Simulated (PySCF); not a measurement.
Exercise with solution: oscillator strength and radiative lifetime

C₃H₉NSi₂, SMILES N#C[C@@H]([SiH3])C[SiH3].

The structure is a stationary point at PBE0-D3(BJ)/def2-SVP. The structure was generated by enumeration; whether it is a known compound was not checked. Other conformers were not sampled.

TDA-PBE/def2-SVPD in PySCF puts the first singlet state with f over 0.02 at 6.69 eV (vertical), with the transition dipole (-0.396, 0.273, -0.112) in atomic units.

Q: Find the oscillator strength, the wavelength and the radiative lifetime that this transition would have in vacuum if emission retraced absorption.

A: 
|μ|² = 0.2439 au, so |μ| = 1.26 D. ΔE = 6.69/27.211 = 0.2459 hartree. f = (2/3) ΔE |μ|² = 0.040 (the program prints 0.040).
λ = 1239.84/6.69 = 185 nm; ν = 53958 cm⁻¹.
Einstein's coefficient A = 0.6670 ν² f s⁻¹ (ν in cm⁻¹) = 7.8e7 s⁻¹, so τ = 1/A = 13 ns. This state is S2; the lower singlet has f = 0.001. The figure is the radiative limit of this one transition; relaxation, internal conversion, crossing to triplets and a medium change what is measured.
